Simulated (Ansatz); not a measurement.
Gas-phase electronic energies from Ansatz, PBE0-D4/def2-TZVP geometries. CCSD(T)/CBS is the MP2 limit (def2-TZVPP, def2-QZVPP) plus CCSD(T) − MP2 in def2-TZVPP, frozen cores. Functionals use def2-TZVPP. B3LYP here is the variant with VWN-RPA as its local correlation; programs differ in this. Each species was taken in one conformer, which may not be the lowest.

Consider the isomerisation: `O[Si]1(S)CO1` → `O[SiH]1OCS1`.

`O[Si]1(S)CO1`:

```xyz
9

O     0.587   -0.986   -1.661
Si    0.142    0.042   -0.485
S     0.889    1.896   -1.129
C    -0.272   -0.404    1.204
O    -1.345   -0.072    0.190
H     0.231   -1.876   -1.631
H     0.370    2.529   -0.063
H    -0.258    0.306    2.029
H    -0.344   -1.435    1.546
```

`O[SiH]1OCS1`:

Cartesian coordinates in Å:
```
O -0.686 1.644 1.318
Si -0.282 0.923 -0.082
O 1.098 0.000 -0.059
C 0.545 -1.242 -0.462
S -1.266 -0.880 -0.616
H -0.825 1.083 2.084
H -0.251 2.036 -1.047
H 0.718 -2.011 0.292
H 0.947 -1.553 -1.427
```

(1) Is it downhill or uphill in electronic energy at CCSD(T)/CBS, and by how much? (Estimate.)

(2) What do these levels give: PBE0-D4, B3LYP-D4, ωB97X-V, ωB97M-V, PBE, PBE0, B3LYP, CCSD/def2-TZVPP, CCSD(T)/def2-TZVPP, MP2/def2-QZVPP, HF/CBS(def2), MP2/CBS(def2)? (Best estimate.)

Largest T1 diagnostic among the species: 0.013.

## Answers

(1) Ansatz gave: Downhill: ΔE = -0.82 eV.

(2) Computed: PBE0-D4 -0.83, B3LYP-D4 -0.78, ωB97X-V -0.83, ωB97M-V -0.81, PBE -0.74, PBE0 -0.82, B3LYP -0.76, CCSD/def2-TZVPP -0.82, CCSD(T)/def2-TZVPP -0.81, MP2/def2-QZVPP -0.83, HF/CBS(def2) -0.94, MP2/CBS(def2) -0.83 eV.

In def2-TZVPP, CCSD(T) changes the Hartree–Fock value by +0.13 eV (the triples alone add +0.01 eV) and MP2 by +0.11 eV. From PBE to PBE0 (25 % exact exchange), in def2-TZVPP and without D4, ΔE moves by −0.08 eV.
